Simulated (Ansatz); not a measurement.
Mg₂Cl₂. Total charge 0; triplet. Geometry PBE0-D4/def2-TZVP, that of the charge +1 doublet; atoms count from 1.

```xyz
4

Mg    0.7342   -1.4124   -0.2790
Mg   -0.7341    1.4123    0.2791
Cl   -1.4858   -0.6845   -0.4441
Cl    1.4858    0.6847    0.4440
```

The structure comes from a short search, and lower isomers may exist.

Problem. Estimate the Mulliken populations from the PBE0/def2-TZVP orbitals of Ansatz.

Solution. 
```tsv
atom	charge (e)	spin (α − β)
Mg1	0.44	0.97
Mg2	0.44	0.97
Cl3	-0.44	0.03
Cl4	-0.44	0.03
```
Mulliken values depend strongly on the basis.

Problem. Where does the spin sit?

Solution. Summed by element: Mg 1.94, Cl 0.06, of 2 unpaired in all. Largest on single atoms: Mg1 0.97, Mg2 0.97, Cl4 0.03.

Problem. And the Mayer bond orders between heavy atoms (over 0.3)?

Solution. Mg1–Cl3 0.48 (2.34 Å); Mg1–Cl4 0.48 (2.34 Å); Mg2–Cl3 0.48 (2.34 Å); Mg2–Cl4 0.48 (2.34 Å).
